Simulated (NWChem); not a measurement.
**Dipole moment of germanium monoxide (GeO)**

```
Ge
O 1 1.6486
```
Charge 0, spin multiplicity 1.

Everything below was run with NWChem. The geometry was optimised at PBE/def2-SVP, a minimum by its harmonic frequencies.

Basis set: def2-SVPD. The CCSD dipole comes from the Λ equations, without orbital relaxation.

```tsv
method	dipole moment (D)	difference from CCSD
PBE	3.30	-0.10
B3LYP	3.65	+0.25
HF	4.45	+1.05
PBE0	3.64	+0.24
CCSD	3.40	0.00
```

The values span 1.15 D, from PBE (lowest) to HF (highest). 

The Hamiltonian is non-relativistic. The correlated methods keep 10 core orbitals frozen. B3LYP has NWChem's definition, with VWN1-RPA local correlation. Coupled-cluster values serve here as a point of comparison, not as the truth.
